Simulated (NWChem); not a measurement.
Everything below was run with NWChem. System: CH3OS, charge 0, spin multiplicity 4, at the geometry of a parent with another charge or spin, in a state set for the comparison that need not be this species' ground state. Its SCF solution wasn't tested for a lower state. Level: UMP2/def2-SVP, 7 core orbitals frozen.

Job file:

```
start mol
memory heap 200 mb stack 900 mb global 1100 mb
geometry units angstroms nocenter noautoz
  C      0.311754    -1.391362     0.000000
  S     -0.509635     0.219337     0.000000
  O      0.608802     1.246816     0.000000
  H      0.938095    -1.481646    -0.899428
  H     -0.462966    -2.172454     0.000000
  H      0.938095    -1.481646     0.899428
  symmetry group Cs
end
basis spherical
  * library def2-svp
end
scf
  uhf
  nopen 3
  maxiter 100
  thresh 1e-7
  semidirect memsize 60000000 filesize 0
  # guess.movecs holds the orbitals of an unrestricted PBE0 run
  vectors input guess.movecs output mol.movecs
end
mp2
  freeze core 7
end
task mp2 energy
```

Output (cleaned and shortened):

```
             Northwest Computational Chemistry Package (NWChem) 7.3.0
             --------------------------------------------------------

                                NWChem Input Module
                                -------------------

 Scaling coordinates for geometry "geometry" by  1.889725989
 (inverse scale =  0.529177249)

 Turning off AUTOSYM since
 SYMMETRY directive was detected!

                             Geometry "geometry" -> ""
                             -------------------------

 Output coordinates in angstroms (scale by  1.889725989 to convert to a.u.)

  No.       Tag          Charge          X              Y              Z
 ---- ---------------- ---------- -------------- -------------- --------------
    1 C                    6.0000     0.31175400    -1.39136200     0.00000000
    2 S                   16.0000    -0.50963500     0.21933700     0.00000000
    3 O                    8.0000     0.60880200     1.24681600     0.00000000
    4 H                    1.0000     0.93809500    -1.48164600    -0.89942800
    5 H                    1.0000    -0.46296600    -2.17245400     0.00000000
    6 H                    1.0000     0.93809500    -1.48164600     0.89942800

 Effective nuclear repulsion energy (a.u.)     106.4863176301

            Nuclear Dipole moment (a.u.)
            ----------------------------
        X                 Y               Z
 ---------------- ---------------- ----------------
     0.0000075589     0.0000037795     0.0000000000

      Symmetry information
      --------------------

 Group name             Cs
 Group number              2
 Group order               2
 No. of unique centers     5

      Symmetry unique atoms

     1    2    3    4    5


 Summary of "ao basis" -> "" (spherical)
 ------------------------------------------------------------------------------
       Tag                 Description            Shells   Functions and Types
 ---------------- ------------------------------  ------  ---------------------
 *                          def2-svp                  on all atoms

 Summary of "ao basis" -> "ao basis" (spherical)
 ------------------------------------------------------------------------------
       Tag                 Description            Shells   Functions and Types
 ---------------- ------------------------------  ------  ---------------------
 C                          def2-svp                 6       14   3s2p1d
 S                          def2-svp                 8       18   4s3p1d
 O                          def2-svp                 6       14   3s2p1d
 H                          def2-svp                 3        5   2s1p

                                 NWChem SCF Module
                                 -----------------

  ao basis        = "ao basis"
  functions       =    61
  atoms           =     6
  alpha electrons =    18
  beta  electrons =    15
  charge          =   0.00
  wavefunction    = UHF
  use symmetry    = T
  symmetry adapt  = T

 Summary of "ao basis" -> "ao basis" (spherical)
 ------------------------------------------------------------------------------
       Tag                 Description            Shells   Functions and Types
 ---------------- ------------------------------  ------  ---------------------
 C                          def2-svp                 6       14   3s2p1d
 S                          def2-svp                 8       18   4s3p1d
 O                          def2-svp                 6       14   3s2p1d
 H                          def2-svp                 3        5   2s1p

      Symmetry analysis of basis
      --------------------------

        a'         42
        a"         19

 Forming initial guess at       0.0s

   Symmetry analysis of molecular orbitals - initial alpha
   -------------------------------------------------------

  Numbering of irreducible representations:

     1 a'          2 a"

  Orbital symmetries:

     1 a'          2 a'          3 a'          4 a'          5 a"
     6 a'          7 a'          8 a'          9 a'         10 a'
    11 a'         12 a'         13 a"         14 a"         15 a'
    16 a'         17 a"         18 a'         19 a'         20 a'
    21 a"         22 a'         23 a'         24 a"         25 a'
    26 a'         27 a"         28 a'

   Symmetry analysis of molecular orbitals - initial beta
   ------------------------------------------------------

  Numbering of irreducible representations:

     1 a'          2 a"

  Orbital symmetries:

     1 a'          2 a'          3 a'          4 a'          5 a'
     6 a'          7 a"          8 a'          9 a'         10 a'
    11 a'         12 a"         13 a'         14 a'         15 a"
    16 a'         17 a"         18 a'         19 a'         20 a'
    21 a"         22 a'         23 a'         24 a"         25 a'
    26 a'         27 a'         28 a'

 Starting SCF solution at       0.0s

 ----------------------------------------------
         Quadratically convergent UHF

 Convergence threshold     :          1.000E-07
 Maximum no. of iterations :          100
 Integral*density screening:          1.000E-09
 ----------------------------------------------

              iter       energy          gnorm     gmax       time
             ----- ------------------- --------- --------- --------
                 1     -511.4965446766  4.11D-01  7.33D-02      0.3
  ga_iter_lsolve: convergence stagnant ... aborting solve

 Disabled NR: increased maxiter to 110

                 2     -511.5167344340  1.35D-01  4.07D-02      0.4
                 3     -511.5217787044  1.13D-01  2.16D-02      0.5
[...]
  ----- ------------  ---------------      ----- ------------  ---------------
    38      0.515277  3 O  pz                41      0.439279  3 O  pz
    27      0.215728  2 S  pz                24      0.160691  2 S  pz

 Vector   15  Occ=1.000000D+00  E=-4.617557D-01  Symmetry=a'
              MO Center= -4.6D-01,  3.0D-01, -8.6D-13, r^2= 2.0D+00
   Bfn.  Coefficient  Atom+Function         Bfn.  Coefficient  Atom+Function
  ----- ------------  ---------------      ----- ------------  ---------------
    25      0.362939  2 S  px                22      0.332001  2 S  px
    18     -0.307269  2 S  s                 17     -0.267457  2 S  s
    37     -0.231607  3 O  py                26     -0.209842  2 S  py
    16      0.190518  2 S  s                 19      0.186988  2 S  px
    40     -0.186111  3 O  py                 4     -0.174463  1 C  px

 Vector   16  Occ=0.000000D+00  E= 6.227448D-02  Symmetry=a'
              MO Center=  3.2D-01,  5.5D-01,  5.4D-13, r^2= 2.6D+00
   Bfn.  Coefficient  Atom+Function         Bfn.  Coefficient  Atom+Function
  ----- ------------  ---------------      ----- ------------  ---------------
     3      0.875249  1 C  s                 53     -0.431004  5 H  s
    18     -0.404430  2 S  s                 39     -0.367594  3 O  px
    40      0.359751  3 O  py                36     -0.312941  3 O  px
    26      0.273755  2 S  py                37      0.266415  3 O  py
    48     -0.243485  4 H  s                 58     -0.243485  6 H  s

 Vector   17  Occ=0.000000D+00  E= 7.271773D-02  Symmetry=a"
              MO Center= -2.9D-01,  2.3D-01, -5.5D-13, r^2= 2.1D+00
   Bfn.  Coefficient  Atom+Function         Bfn.  Coefficient  Atom+Function
  ----- ------------  ---------------      ----- ------------  ---------------
    27      0.736722  2 S  pz                41     -0.345716  3 O  pz
    24      0.334871  2 S  pz                38     -0.283412  3 O  pz
    48      0.255849  4 H  s                 58     -0.255849  6 H  s
    21      0.208593  2 S  pz                 9      0.158102  1 C  pz

 Vector   18  Occ=0.000000D+00  E= 1.838358D-01  Symmetry=a'
              MO Center=  6.9D-01, -1.5D+00, -1.5D-12, r^2= 5.0D+00
   Bfn.  Coefficient  Atom+Function         Bfn.  Coefficient  Atom+Function
  ----- ------------  ---------------      ----- ------------  ---------------
     3      2.925635  1 C  s                 48     -1.410117  4 H  s
    58     -1.410117  6 H  s                 53     -1.039856  5 H  s
     7      0.369993  1 C  px                18     -0.311125  2 S  s
     8     -0.251565  1 C  py                25     -0.245265  2 S  px
    40     -0.168364  3 O  py

 center of mass
 --------------
 x =  -0.04173094 y =   0.15249371 z =   0.00000000

 moments of inertia (a.u.)
 ------------------
         214.390602708066          -6.022259263755           0.000000000000
          -6.022259263755          67.808761575838           0.000000000000
           0.000000000000           0.000000000000         270.553396163744

  Mulliken analysis of the total density
  --------------------------------------

    Atom       Charge   Shell Charges
 -----------   ------   -------------------------------------------------------
    1 C    6     6.12   1.99  0.87  0.27  2.00  0.96  0.04
    2 S   16    16.00   2.00  1.99  1.20  0.69  5.94  1.65  2.25  0.29
    3 O    8     8.15   1.99  1.14  0.68  2.71  1.62  0.01
    4 H    1     0.91   0.74  0.15  0.03
    5 H    1     0.90   0.74  0.14  0.03
    6 H    1     0.91   0.74  0.15  0.03

  Mulliken analysis of the alpha density
  --------------------------------------

    Atom       Charge   Shell Charges
 -----------   ------   -------------------------------------------------------
    1 C    6     3.04   0.99  0.44  0.12  1.01  0.46  0.02
    2 S   16     8.90   1.00  1.00  0.61  0.41  2.97  1.07  1.64  0.20
    3 O    8     4.65   1.00  0.62  0.27  1.84  0.92  0.01
    4 H    1     0.47   0.38  0.08  0.01
    5 H    1     0.46   0.38  0.07  0.01
    6 H    1     0.47   0.38  0.08  0.01

   Mulliken analysis of the beta density
   -------------------------------------

    Atom       Charge   Shell Charges
 -----------   ------   -------------------------------------------------------
    1 C    6     3.08   0.99  0.43  0.15  0.99  0.50  0.02
    2 S   16     7.10   1.00  1.00  0.59  0.28  2.96  0.58  0.61  0.09
    3 O    8     3.50   1.00  0.52  0.41  0.87  0.70  0.01
    4 H    1     0.44   0.36  0.07  0.01
    5 H    1     0.44   0.36  0.07  0.01
    6 H    1     0.44   0.36  0.07  0.01

   Mulliken analysis of the spin density
   -------------------------------------

    Atom       Charge   Shell Charges
 -----------   ------   -------------------------------------------------------
    1 C    6    -0.04   0.00  0.01 -0.03  0.02 -0.05  0.01
    2 S   16     1.79   0.00  0.00  0.03  0.13  0.01  0.49  1.03  0.11
    3 O    8     1.15   0.00  0.10 -0.14  0.97  0.23 -0.00
    4 H    1     0.03   0.02  0.01  0.00
    5 H    1     0.03   0.02  0.01  0.00
    6 H    1     0.03   0.02  0.01  0.00

       Multipole analysis of the density wrt the origin
       ------------------------------------------------

     L   x y z        total         alpha         beta         nuclear
     -   - - -        -----         -----         ----         -------
     0   0 0 0     -0.000000    -18.000000    -15.000000     33.000000

     1   1 0 0      0.243881      0.416143     -0.172269      0.000008
     1   0 1 0     -1.025191     -1.994396      0.969201      0.000004
     1   0 0 1     -0.000000      0.000000     -0.000000      0.000000

     2   2 0 0    -19.842959    -31.102973    -23.301781     34.561795
     2   1 1 0     -1.073961     -1.781759      1.038655     -0.330857
     2   1 0 1     -0.000000     -0.000000     -0.000000      0.000000
     2   0 2 0    -18.718305    -75.554517    -64.335628    121.171840
     2   0 1 1     -0.000000      0.000000     -0.000000      0.000000
     2   0 0 2    -18.341506    -14.085823    -10.033456      5.777773

                   NWChem MP2 Semi-direct Energy/Gradient Module
                   ---------------------------------------------

  Basis functions       =     61
  Molecular orbitals    =     61
  Frozen core           =      7
  Frozen virtuals       =      0
  Active alpha occupied =     11
  Active beta occupied  =      8
  Active alpha virtual  =     43
  Active beta virtual   =     46
  Use MO symmetry       = T
  Use skeleton AO sym   = T

  AO/Fock/Back tols     =   1.0D-09  1.0D-09  1.0D-09

 GA uses MA = F    GA memory limited = T

 Available:
  local mem=  1.26D+08
 global mem=  1.44D+08
 local disk=  0.00D+00
  mp2_memr nvloc                    43
  nvloc new                    43
   1 passes of  11:        3145728                      19652                   3037893.
   1 passes of  11: M    126153800           G      144171758           F     123008072.

 Semi-direct pass number   1 of   1  for UHF alpha       at        1.6s
  vrange nnbf                  1885
  mp2_eaftype                    11  avail_ma_in_mb                  1099
 EAF : mp2_eaftype filesize          11    1518947.
  mp2_eaf for mointskh                     11
Node 0 wrote      7.1 Mb in      0.0 s     Agg I/O rate:  1313.4 Mb/s
 Done moints_semi at        2.3s
  mp2_eaftype                    11  avail_ma_in_mb                  1088
 EAF : mp2_eaftype filesize          11    1518947.
  mp2_eaf for kh                    11
 Done maket at        2.4s
 Done multipass loop at        2.4s

 GA uses MA = F    GA memory limited = T

 Available:
  local mem=  1.26D+08
 global mem=  1.44D+08
 local disk=  0.00D+00
  mp2_memr nvloc                    46
  nvloc new                    46
   1 passes of   8:        3145728                      16974                   2364948.
   1 passes of   8: M    126153800           G      144171758           F     123008072.

 Semi-direct pass number   1 of   1  for UHF beta        at        2.4s
  vrange nnbf                  1885
  mp2_eaftype                    10  avail_ma_in_mb                  1099
 EAF : mp2_eaftype filesize          10    1182474.
  mp2_eaf for mointskh                     10
Node 0 wrote      5.5 Mb in      0.0 s     Agg I/O rate:   458.2 Mb/s
 Done moints_semi at        3.2s
  mp2_eaftype                    10  avail_ma_in_mb                  1089
 EAF : mp2_eaftype filesize          10    1182474.
  mp2_eaf for kh                    10
 Done maket at        3.3s
 Done multipass loop at        3.3s

          -------------------------------------------
          SCF energy                -511.526945172819
          Correlation energy          -0.408566822052
          Singlet pairs                0.000000000000
          Triplet pairs                0.000000000000
          Total MP2 energy          -511.935511994871
          -------------------------------------------

          ---------------------------------------------------
                    Spin Component Scaled (SCS) MP2
          Same spin pairs                     -0.103964858104
          Same spin scaling factor             0.333333333333
          Opposite spin pairs                 -0.304601963948
          Opposite spin scaling fact.          1.200000000000
          SCS-MP2 correlation energy          -0.400177309439
          Total SCS-MP2 energy              -511.927122482258
          ---------------------------------------------------

 -----------------------
 Performance information
 -----------------------

 Timer overhead =  1.36D-07 seconds/call

               Nr. of calls         CPU time (s)                 Wall time (s)                GFlops
             ---------------    -------------------     ------------------------------   -------------------
Name         Min   Avg   Max    Min     Avg     Max     Min     Avg     Max   Mx/calls   Min     Max     Sum
mp2: moin     2     2     2    1.6     1.6     1.6      1.6     1.6     1.6    0.80      0.0     0.0     0.0
mp2: make     2     2     2   0.13    0.13    0.13     0.13    0.13    0.13    6.50E-2   0.0     0.0     0.0
mp2: tota     1     1     1    1.8     1.8     1.8      1.8     1.8     1.8     1.8      0.0     0.0     0.0

 The average no. of pstat calls per process was 5.00D+00
 with a timing overhead of 6.78D-07s

 Task  times  cpu:        3.3s     wall:        3.3s

 Total times  cpu:        3.3s     wall:        3.3s
```
